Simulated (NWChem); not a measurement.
Molecule: C5H6; SMILES C(=CC=C)=C

```xyz
11

C      0.2129     2.5213     0.0000
C     -0.1535     1.2589     0.0000
C     -0.5200    -0.0182     0.0000
C      0.4042    -1.1497     0.0000
C      0.0153    -2.4445     0.0000
H      0.3735     3.0767     0.9415
H      0.3735     3.0767    -0.9415
H     -1.6021    -0.2520     0.0000
H      1.4792    -0.9006     0.0000
H     -1.0516    -2.7223     0.0000
H      0.7495    -3.2636     0.0000
```
Atoms are numbered in this order, from 1.

Level: PBE-D3(BJ)/def2-SVP (NWChem), optimised geometry, unscaled harmonic frequencies. 

```
frequency (cm⁻¹)  IR intensity (km/mol)
----------------  ---------------------
131                                 0.8
160                                 0.6
339                                 4.3
388                                 4.9
489                                 4.5
550                                 7.1
706                                 4.3
820                                48.3
864                                 1.0
882                                42.8
892                                 1.1
945                                 0.6
996                                17.8
1068                                1.6
1161                                4.2
1243                                2.8
1279                                1.2
1365                                0.2
1423                                4.6
1642                               13.7
2003                               66.8
3044                                4.4
3053                                1.8
3077                                5.2
3096                                5.9
3125                                0.2
3180                                6.5
```

| Property | Result |
|---|---|
| zero-point energy | 54.2 kcal/mol |
| thermal correction to the enthalpy at 298.15 K (with zero-point energy) | 58.4 kcal/mol |
| heat capacity Cv | 20.3 cal/(mol K) |
| entropy at 298.15 K and 1 atm (symmetry number 1) | 73.8 cal/(mol K) |
| dipole moment | 0.26 D |

Rigid rotor and harmonic oscillator.
